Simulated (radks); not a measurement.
The numbers below are computed, except where a source is named.
All-electron atom: Zr4+ in [Kr].

Code: a radial shooting solver on a logarithmic mesh with Libxc functionals. Model: Dirac Kohn-Sham, PBEsol, spin-unpolarised, spherical densities, finite nucleus; Fermi nuclear charge, rms radius 4.2694 fm.

Energy parts (hartree):
| part | energy |
|---|---|
| total | -3594.04233 |
| kinetic | 3713.96414 |
| electron-nucleus | -8619.46575 |
| Hartree | 1422.28884 |
| exchange-correlation | -110.82956 |

Orbitals (lengths in bohr, moments of r in powers of bohr; r(max) is where P^2 peaks):
[
 {"orbital": "1s1/2", "occ.": "2", "eigenvalue (hartree)": "-655.9004", "r(max)": "0.02415", "<1/r>": "41.24", "small-component weight": "2.12e-02"},
 {"orbital": "2s1/2", "occ.": "2", "eigenvalue (hartree)": "-92.24213", "r(max)": "0.1371", "<1/r>": "9.336", "small-component weight": "4.30e-03"},
 {"orbital": "2p1/2", "occ.": "2", "eigenvalue (hartree)": "-84.58944", "r(max)": "0.1070", "<1/r>": "9.312", "small-component weight": "4.31e-03"},
 {"orbital": "2p3/2", "occ.": "4", "eigenvalue (hartree)": "-81.43767", "r(max)": "0.1106", "<1/r>": "8.910", "small-component weight": "4.18e-03"},
 {"orbital": "3s1/2", "occ.": "2", "eigenvalue (hartree)": "-16.42122", "r(max)": "0.4085", "<1/r>": "3.160", "small-component weight": "1.12e-03"},
 {"orbital": "3p1/2", "occ.": "2", "eigenvalue (hartree)": "-13.57332", "r(max)": "0.3963", "<1/r>": "3.056", "small-component weight": "1.07e-03"},
 {"orbital": "3p3/2", "occ.": "4", "eigenvalue (hartree)": "-13.07070", "r(max)": "0.4054", "<1/r>": "2.959", "small-component weight": "1.03e-03"},
 {"orbital": "3d3/2", "occ.": "4", "eigenvalue (hartree)": "-8.04641", "r(max)": "0.3454", "<1/r>": "2.757", "small-component weight": "9.18e-04"},
 {"orbital": "3d5/2", "occ.": "6", "eigenvalue (hartree)": "-7.95446", "r(max)": "0.3481", "<1/r>": "2.732", "small-component weight": "9.07e-04"},
 {"orbital": "4s1/2", "occ.": "2", "eigenvalue (hartree)": "-3.51001", "r(max)": "1.070", "<1/r>": "1.142", "small-component weight": "2.46e-04"},
 {"orbital": "4p1/2", "occ.": "2", "eigenvalue (hartree)": "-2.72236", "r(max)": "1.147", "<1/r>": "1.033", "small-component weight": "2.08e-04"},
 {"orbital": "4p3/2", "occ.": "4", "eigenvalue (hartree)": "-2.65132", "r(max)": "1.171", "<1/r>": "1.009", "small-component weight": "2.02e-04"}
]

The highest occupied level is 4p3/2 at -72.146 eV. The electron density at the nucleus is 7.462e+04 e/bohr^3.
